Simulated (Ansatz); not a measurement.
`FB[SeH]`. The species carries charge 0 and has multiplicity 1.

```xyz
5

F     0.690   -1.197    1.213
B     0.372   -0.432    0.185
Se   -1.081    0.825    0.405
H     0.978   -0.531   -0.838
H    -0.960    1.335   -0.965
```

Task: List the harmonic frequencies (cm⁻¹, unscaled) at PBE0-D4/def2-TZVP in Ansatz. (Estimate.)

Result: Computed: 287, 382, 641, 770, 808, 1086, 1312, 2460, 2655.

Task: Is this a minimum?

Result: Yes, all 9 modes are real.

Task: Give the ideal-gas thermochemistry at 298.15 K and 1 bar (rigid rotor, harmonic oscillator; point group Cs, symmetry number 1).

Result: Zero-point energy 62.2 kJ/mol; H(298) − E = 75.0 kJ/mol; entropy 281.6 J/(mol·K), of which translation 167.6, rotation 99.7, vibration 14.4; G(298) − E = -8.9 kJ/mol.
